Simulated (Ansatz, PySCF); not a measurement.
Species: germanium atom, Ge, net charge 0, triplet state.

Wanted: ionisation energy to the doublet, in eV. Conventions: 6-31G* and kin with 6d, 5d where marked; frozen cores in correlated levels (noble-gas shells and the d and f shells of earlier blocks); non-relativistic; open shells spin-unrestricted; LANL2DZ with its own core potentials from Na on; each state is the SCF solution reached for its charge and spin; no spin-orbit coupling.

Measured values: NIST ASD by pymatgen's periodic table; they hold spin-orbit and core effects. 

Value to compare with, the measured value: 7.90 eV.

```json
[
 {"level": "HF/LANL2DZ", "program": "Ansatz", "ionisation energy to the doublet (eV)": "7.56", "error": "-0.34"},
 {"level": "PBE/LANL2DZ", "program": "Ansatz", "ionisation energy to the doublet (eV)": "8.09", "error": "0.19"},
 {"level": "PBE/6-31G*", "program": "Ansatz", "ionisation energy to the doublet (eV)": "7.92", "error": "0.02"},
 {"level": "B3LYP/STO-3G", "program": "Ansatz", "ionisation energy to the doublet (eV)": "5.25", "error": "-2.65"},
 {"level": "B3LYP/3-21G", "program": "Ansatz", "ionisation energy to the doublet (eV)": "7.64", "error": "-0.26"},
 {"level": "B3LYP/6-31G*", "program": "Ansatz", "ionisation energy to the doublet (eV)": "7.90", "error": "0.00"},
 {"level": "MP2/6-31G*", "program": "Ansatz", "ionisation energy to the doublet (eV)": "7.67", "error": "-0.23"},
 {"level": "PBE/def2-TZVPD", "program": "Ansatz", "ionisation energy to the doublet (eV)": "7.90", "error": "0.00"},
 {"level": "M06-2X/def2-TZVPD", "program": "PySCF", "ionisation energy to the doublet (eV)": "7.75", "error": "-0.15"},
 {"level": "wB97M-V/def2-TZVPD", "program": "Ansatz", "ionisation energy to the doublet (eV)": "7.76", "error": "-0.14"}
]
```

Among the 7 habitual levels, B3LYP/STO-3G lies farthest from the measured value (-2.65 eV); 2 of 7 lie above it, and their mean absolute error is 0.53 eV, the median 0.23. One case shows no general order.

The levels are drawn from those run, B3LYP/6-31G* more often than the rest, none by its result; runs whose electronic state is in doubt are left out.

Ansatz is an electronic-structure program.
